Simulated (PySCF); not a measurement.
CH4AlBrO. Atoms are numbered in the order given.

```xyz
8

Al    -1.0456     0.5001     0.0000
H     -2.6097     0.4066     0.0000
Br     0.2593    -1.3418     0.0000
O     -0.3126     2.0171     0.0000
C      0.9508     2.5986     0.0000
H      1.0797     3.2387     0.8899
H      1.0797     3.2387    -0.8899
H      1.7637     1.8497     0.0000
```
Charge 0, spin multiplicity 1.

Coordinates come from a PBE0-D3(BJ)/def2-SVP optimisation. The structure was generated by enumeration; whether it is a known compound was not checked. One conformer was computed; it need not be the lowest.

The numbers are results of PBE0/pcSseg-1 (PySCF), not measurements.

GIAO shieldings, no solvent; atoms alike by connectivity are averaged. δ = σ(ref) − σ: ¹H against TMS (σ = 31.56 ppm); ¹⁷O against H2O (σ = 334.2 ppm); ¹³C against TMS (σ = 186.3 ppm), references at their B3LYP-D3(BJ)/def2-TZVP geometries, non-relativistic (without spin–orbit terms, shifts of atoms bonded to Cl or Br come out too high).

```csv
nucleus,atoms,count,δ (ppm)
¹H,H2,1,4.67
¹H,"H6, H7, H8",3,4.28
¹⁷O,O4,1,63.2
¹³C,C5,1,56.1
```
